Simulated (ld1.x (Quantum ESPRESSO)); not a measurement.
**zinc (Zn): one change to a PAW potential, before and after**

```json
{
  "Element": "Zn (Z = 30)",
  "Generator": "ld1.x (Quantum ESPRESSO) 7.5",
  "Type": "PAW",
  "Functional": "PBEsol",
  "Relativity": "scalar-relativistic",
  "Frozen core": "[Ar]",
  "Valence charge": "12",
  "Reference configuration": "3d10 4s1 4p1",
  "Partial waves": "4s (bound): rcut 1.45, rcutus 2.00 bohr; 4s channel at 0.1 Ry: rcut 1.45, rcutus 2.00 bohr; 4p (bound): rcut 2.60, rcutus 2.85 bohr; 4p channel at 2.6 Ry: rcut 2.60, rcutus 2.85 bohr; 3d (bound): rcut 0.70, rcutus 0.85 bohr; 3d channel at 2.65 Ry: rcut 0.70, rcutus 0.85 bohr",
  "Local potential": "all-electron potential smoothed inside 0.80 bohr (lloc = -1)",
  "Core correction": "Bessel-smoothed model core inside 0.90 bohr",
  "Augmentation charge": "BESSEL, radius 0.70 bohr"
}
```

Change: local potential all-electron potential smoothed inside 1.22 bohr (lloc = -1).

Cutoffs: the cutoffs (Ry, on a coarse ladder) from which the occupation-weighted sum of valence levels, in a spherical-Bessel basis at the reference potential, stays within 10 and 1 mRy of its value at 400 Ry; they do not see the model core or the augmentation charge, which bear on the density cutoff. Errors are all-electron minus pseudo energies relative to the spin-unpolarised reference configuration.

How do hardness, ghosts and transferability respond?

The bound ghosts move from p, s to s; the number of tests that count goes from 6 to 7; of the 6 tests that both files solve, the error grows in 1 and shrinks in 5 by more than 15 % and 0.3 meV (median size 95.5 → 35.7 meV). A state that the projectors do not describe sees the local part alone, so a deeper or shallower local part can create or remove a ghost.

```tsv
quantity	base	changed
cutoff, loose	200 Ry	200 Ry
cutoff, tight	over 300 Ry	over 300 Ry
bound ghosts	s, p	s
tests counted (converged, no solver errors)	6 of 7	7 of 7
error for 3d10 4s2 4p0, meV [ΔE -5.13 eV]	+8.7	-2.1
error for 3d10 4s1 4p0, meV [ΔE 4.77 eV]	+95	+12
error for 3d10 4s0 4p0, meV [ΔE 23.12 eV]	+444	+59
error for 3d9 4s0 4p0, meV [ΔE 63.63 eV]	+171	-137
error for 3d10 4s0 4p2, meV [ΔE 5.48 eV]	+23	-0.7
error for 3d9 4s2 4p0, meV [ΔE 12.81 eV]	-96	-169
s: phases at 3.10 bohr within 0.05 rad from the reference energy up to (Ry; the scan ends near 5)	to the end of the scan	to the end of the scan
p: phases at 3.10 bohr within 0.05 rad from the reference energy up to (Ry; the scan ends near 5)	to the end of the scan	to the end of the scan
d: phases at 3.10 bohr within 0.05 rad from the reference energy up to (Ry; the scan ends near 5)	to the end of the scan	to the end of the scan
lowest overlap eigenvalue by channel	s 0.05, p 0.07, d 0.90	s 0.30, p 0.35, d 0.97
```

Base: Tests not counted: 3d9 4s2 4p1 (solver errors, printed error -3.1 eV). A true bound ghost makes a file unfit for plane-wave use even where its test errors are small: the radial tests pick states by their node count and pass the ghost by. Where a test does run into it, the solver fails or the error is huge.
